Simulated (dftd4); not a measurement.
ketene (C2H2O), singlet, geometry from GFN2-xTB; D4 for blyp run with dftd4 4.2.0.

Here is a job for dftd4.
```
$ dftd4 mol.xyz --func blyp --charge 0 --json dftd4.json --noedisp --grad

# file mol.xyz
5

C     -0.01148162     0.02136311    -1.19190098
C      0.00092956    -0.00172957     0.09649676
H      0.00249612     0.94826436    -1.73006124
H     -0.03614064    -0.88566416    -1.76255958
O      0.01211961    -0.02255018     1.25813077
```

Predict the main parts of the log of this dftd4 run.


```
                    ____  _____ _____     ____  _  _
      -------------|  _ \|  ___|_   _|---|  _ \| || |------------
     |             | | | | |_    | | ___ | | | | || |_           |
     |             | |_| |  _|   | ||___|| |_| |__   _|          |
     |             |____/|_|     |_|     |____/   |_|            |
     |             ===================================           |
     |            E. Caldeweyher, S. Ehlert & S. Grimme          |
     |          Mulliken Center for Theoretical Chemistry        |
     |                    University of Bonn                     |
      -----------------------------------------------------------

Rational (Becke-Johnson) damping: blyp-D4-ATM
---------------------
  s6         1.0000
  s8         2.3408
  s9         1.0000
  a1         0.4449
  a2         4.0933
 alp        16.0000
--------------------

Dispersion energy:      -4.4126459872135E-03 Eh

Gradient norm:           3.7116414748444E-04 Eh/a0
--------------------------------------------------
     #    Z           dE/dx      dE/dy      dE/dz
--------------------------------------------------
     1    6 C    -1.851E-06  3.444E-06 -1.921E-04
     2    6 C     4.225E-07 -7.861E-07  4.386E-05
     3    1 H    -4.355E-08  3.251E-05 -7.221E-05
     4    1 H    -1.358E-06 -2.990E-05 -7.332E-05
     5    8 O     2.830E-06 -5.266E-06  2.938E-04
--------------------------------------------------

Virial:
--------------------------------------------------
      component           x          y          z
--------------------------------------------------
          x       1.983E-07  1.999E-06  1.564E-05
          y       1.999E-06  1.087E-04 -2.711E-05
          z       1.564E-05 -2.711E-05  1.620E-03
--------------------------------------------------

[Info] Dispersion results written to 'dftd4.txt'
[Info] JSON dump of results written to 'dftd4.json'
```
